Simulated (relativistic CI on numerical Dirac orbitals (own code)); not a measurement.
Hyperfine structure of Ba XXXIX, mass number 135

Computed by Dirac-Coulomb-Breit CI, KLI orbitals optimised for each configuration, QED by a radiative potential, unscaled Slater integrals (own radial code, finite nucleus).

CI space (outside the closed core [Ne]): 3s²3p⁶, 3s²3p⁵3d, 3s3p⁶3d, 3s²3p⁵4s, 3s²3p⁵4p, 3s²3p⁵4d, 3p⁶3d4p, 3s3p⁶4s, 3p⁶3d², 3p⁵3d³, 3p⁵3d²4s, 3p⁵3d²4p, 3p⁵3d²4d, 3p⁶3d4s, 3p⁵3d4s², 3p⁵3d4s4p, 3p⁵3d4s4d. Double excitations out of closed p, d and f shells are left out; levels of such configurations are missing from the list, as are those of other unlisted configurations, and high levels can miss mixing partners.

Nuclear spin I = 3/2, μ = 0.8381 μN, Q = 0.153 b (tables of Stone and Pyykkö). The electronic factors are computed for point nuclear moments, without core polarisation or the Bohr-Weisskopf and QED corrections.

| Level | E (cm⁻¹) | A (MHz) | B (MHz) |
| --- | --- | --- | --- |
| 3s²3p⁵3d ³P°1 | 1374816 | 24490 | 5420 |
| 3s²3p⁵3d ³F°3 | 1417737 | 32370 | -19000 |
| 3s²3p⁵3d ³D°2 | 1437518 | 31710 | -2120 |
| 3s²3p⁵3d ³F°4 | 1541680 | 21670 | -17600 |
| 3s²3p⁵3d ³D°3 | 1638828 | 19050 | 8080 |
| 3s²3p⁵3d ³D°1 | 1785370 | -10480 | 2180 |
| 3s²3p⁵3d ³F°2 | 2133642 | 88000 | 6300 |
| 3s²3p⁵3d ¹P°1 | 2396574 | -42720 | 1050 |

Levels with J = 0, under 50 % of one LS term, or S terms without an open s electron are left out. Small factors come from cancelling terms and can be off by tens of per cent or more.

At this charge energies of transitions that change n are usually good to better than 1 %, and those within a shell (Δn = 0) to a few per cent.

Task: Give the hyperfine levels of 3s²3p⁵3d ³F°3 relative to its centre of gravity.

Result: With K = F(F + 1) − I(I + 1) − J(J + 1), E = AK/2 + B[¾K(K + 1) − I(I + 1)J(J + 1)]/[2I(2I − 1)J(2J − 1)]: F = 3/2: -205600, F = 5/2: -110400, F = 7/2: 9513, F = 9/2: 140900 MHz.

LS names give the leading component of a level, which can be under half, so a name can repeat, a term be missing and a line seem to break the LS rules.
